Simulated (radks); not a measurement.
Neutral thulium, 69 electrons, occupied as [Xe] 4f11.25 5d1.75 6s2 (fractional occupations, a model configuration).

Method: scalar-relativistic Kohn-Sham, PBEsol, spin-unpolarised, spherical densities, point nucleus; computed with a radial shooting solver on a logarithmic mesh with Libxc functionals.

Energy parts (hartree):
total: -13562.7390
kinetic: 14743.0546
electron-nucleus: -33312.5892
Hartree: 5286.9204
exchange-correlation: -280.1248

Orbitals (lengths in bohr, moments of r in powers of bohr; <r^-3> diverges for s and p1/2; r(max) is where P^2 peaks; r(90%) holds 90 % of the orbital's charge):
1s: occ. 2; eigenvalue (hartree) -2178.534; r(90%) 0.0363; r(max) 0.01261
2s: occ. 2; eigenvalue (hartree) -367.9708; r(90%) 0.131; r(max) 0.07191
2p: occ. 6; eigenvalue (hartree) -324.9640; r(90%) 0.123; r(max) 0.05855; <r^-3> 15120
3s: occ. 2; eigenvalue (hartree) -83.11939; r(90%) 0.324; r(max) 0.2033
3p: occ. 6; eigenvalue (hartree) -70.09984; r(90%) 0.330; r(max) 0.2002; <r^-3> 3278
3d: occ. 10; eigenvalue (hartree) -54.02227; r(90%) 0.311; r(max) 0.1633; <r^-3> 432.9
4s: occ. 2; eigenvalue (hartree) -16.77148; r(90%) 0.714; r(max) 0.4641
4p: occ. 6; eigenvalue (hartree) -12.48365; r(90%) 0.767; r(max) 0.4853; <r^-3> 747.0
4d: occ. 10; eigenvalue (hartree) -6.79058; r(90%) 0.854; r(max) 0.5002; <r^-3> 83.35
4f: occ. 11.25; eigenvalue (hartree) -0.54358; r(90%) 1.24; r(max) 0.4892; <r^-3> 12.55
5s: occ. 2; eigenvalue (hartree) -2.22954; r(90%) 1.73; r(max) 1.075
5p: occ. 6; eigenvalue (hartree) -1.20291; r(90%) 2.07; r(max) 1.222; <r^-3> 100.7
5d: occ. 1.75; eigenvalue (hartree) -0.10272; r(90%) 4.26; r(max) 1.767; <r^-3> 3.825
6s: occ. 2; eigenvalue (hartree) -0.17554; r(90%) 5.33; r(max) 3.050

The highest occupied level is 5d at -2.795 eV. The density falls to 0.001 e/bohr^3 at r = 5.07 bohr. Summed over all electrons, <r^2> = 75.85 bohr^2, which gives a Langevin (diamagnetic) susceptibility term of -60.1 x 10^-6 cm^3/mol.
